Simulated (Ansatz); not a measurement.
Diatomic GeO, closed-shell singlet (the spin of the measured ground state). No spin–orbit coupling. Ge is treated without relativity.

| level | bond energy D_e (kcal/mol) |
|---|---|
| SVWN5/def2-TZVPP | 196.03 |
| PBE/def2-TZVPP | 169.03 |
| r2SCAN/def2-TZVPP | 159.13 |
| B97M-V/def2-TZVPP | 159.18 |
| B3LYP/def2-TZVPP | 156.55 |
| PBE0/def2-TZVPP | 152.15 |
| BHLYP/def2-TZVPP | 137.05 |
| CAM-B3LYP/def2-TZVPP | 156.24 |
| wB97X-V/def2-TZVPP | 158.36 |
| wB97M-V/def2-TZVPP | 156.68 |
| B2PLYP/def2-TZVPP | 161.19 |
| CCSD/def2-TZVPP | 145.10 |
| CCSD/def2-QZVPP | 149.66 |
| CCSD(T)/def2-TZVPP | 154.78 |
| CCSD(T)/def2-QZVPP | 159.89 |
| CCSD(T)/CBS(def2-TZVPP, def2-QZVPP) | 163.01 |

The rows run from 137.05 (BHLYP/def2-TZVPP) to 196.03 kcal/mol (SVWN5/def2-TZVPP). From def2-TZVPP to def2-QZVPP CCSD(T) changes by 5.11. The 11 functionals in def2-TZVPP without D3 or D4 span 58.98, from BHLYP to SVWN5.

D_e counts from the fitted minimum to each atom's lowest state at the same level, without counterpoise. The singlet is restricted.

Correlated levels freeze the inner cores; with def2 sets outer-core shells near the valence are correlated too. CBS: X⁻³ extrapolation of the correlation energy, Hartree–Fock from the larger set.

Codes used: Ansatz (Gaussian basis) for Hartree–Fock, density functionals and correlated methods. Each number belongs to the level named beside it.

Ansatz is a quantum-chemistry and plane-wave program.
